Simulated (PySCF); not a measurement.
**Electron correlation in Ir (iridium, neutral)**

Starting occupation: [Xe] 4f14 5d7 6s2, 5d3/2 with m_j = +1/2, +3/2, 5d5/2 with m_j = -3/2, -1/2, +1/2, +3/2, +5/2. All numbers are calculated (PySCF 2.14, X2C-1e with screened-nucleus spin-orbit coupling, Gaussian nucleus, in x2c-TZVPall-2c with one added diffuse shell each of s, p, d type (12s12p11d2f, 117 functions)). Frozen: [Kr] 4d10 4f14; 17 electrons correlated; the 34 highest virtual spinors left out.

MP2 pair energies summed by pair of shells (mhartree):

```tsv
pair	energy	share (%)
5d-5d	-102.81	28.0
5d-5p	-97.47	26.5
5d-6s	-61.95	16.9
5p-5p	-40.47	11.0
5p-6s	-17.95	4.9
6s-6s	-17.57	4.8
5p-5s	-14.75	4.0
5d-5s	-10.66	2.9
5s-5s	-2.90	0.8
5s-6s	-0.99	0.3
```

Total MP2 correlation energy: -367.54 mhartree.

The GHF reference relaxed away from the jj start to a determinant that is no pure jj level (⟨S²⟩ = 3.60, ⟨J²⟩ = 24.77); the energies belong to that determinant.

This basis was not built for core-valence correlation, so the inner-shell part is incomplete.
